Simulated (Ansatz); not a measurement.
C$_{3}$H$_{10}$Ge (`C[CH](C)[GeH3]`), relaxed with RKS PBE-D4/def2-SVP in Ansatz 0.2.0 from a rough embedded geometry. The force threshold is 0.03 eV/Å; the program also tests the step.

Total charge 0; spin multiplicity 1.

Start:

```xyz
14

C     0.371   -1.296    0.590
C    -0.138   -0.289   -0.370
C     1.009    0.442   -1.004
Ge   -1.240    1.010    0.597
H    -0.484   -1.912    1.047
H     1.027   -2.100    0.040
H     0.989   -0.885    1.407
H    -0.695   -0.755   -1.163
H     1.653    0.981   -0.281
H     0.638    1.240   -1.742
H     1.668   -0.234   -1.603
H    -1.812    2.040   -0.418
H    -0.494    1.597    1.715
H    -2.491    0.160    1.184
```

(1) How much energy does the relaxation release, and in how many steps? (Estimate.)

(2) Which bonds change most? (Estimate.)

(3) Give the relaxed structure. (Estimate.)

Results:

(1) Computed: 35.78 kJ/mol, in 5 steps, 1 of them rejected.

(2) Ansatz gave: Ge4–H13 from 1.467 to 1.556 Å; Ge4–H14 from 1.623 to 1.554 Å; C1–H6 from 1.174 to 1.112 Å; C1–C2 from 1.481 to 1.533 Å.

(3) The calculation gave: 
```xyz
14

C     0.390   -1.377    0.585
C    -0.110   -0.283   -0.365
C     1.041    0.470   -1.043
Ge   -1.317    0.979    0.585
H    -0.443   -1.946    1.047
H     1.035   -2.107    0.049
H     1.000   -0.951    1.410
H    -0.743   -0.752   -1.151
H     1.681    0.990   -0.298
H     0.678    1.234   -1.761
H     1.699   -0.229   -1.604
H    -1.854    2.064   -0.391
H    -0.534    1.686    1.729
H    -2.523    0.221    1.207
```
